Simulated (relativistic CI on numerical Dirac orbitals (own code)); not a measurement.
# Crystal-field levels of Ru³⁺, 4d5

Calculated by Dirac-Coulomb-Breit CI, KLI orbitals optimised for each configuration, model QED (radiative potential, 1s self-energy scaled to tabulated hydrogen-like ionisation energies), valence Slater integrals scaled by 0.85, one configuration in a parametric crystal field (own radial code).

Field parameters in Wybourne normalisation: D3d B²₀ = −7Dσ, B⁴₀ = −14Dq − 21Dτ, B⁴₃ = −14√(10/7) Dq. The field is a parameter set, without covalency.

S is read from ⟨S²⟩ = S(S + 1).

Levels (cm⁻¹, degeneracy): 0 (2), 1628 (2), 2652 (2), 2770 (2), 2791 (2), 5314 (2), 7101 (2), 7399 (2), 7510 (2), 7868 (2), 10178 (2), 10528 (2).

(1) Which field gives this pattern?
A. D3d, 10Dq = 18850, Dσ = 330, Dτ = 350 cm⁻¹
B. D3d, 10Dq = 18850, Dσ = 110, Dτ = 350 cm⁻¹
C. D3d, 10Dq = 18850, Dσ = 760, Dτ = 350 cm⁻¹
D. D3d, 10Dq = 18850, Dσ = 1200, Dτ = 350 cm⁻¹

## Answers

(1) C. D3d, 10Dq = 18850, Dσ = 760, Dτ = 350 cm⁻¹, ground level with S = 0.66.
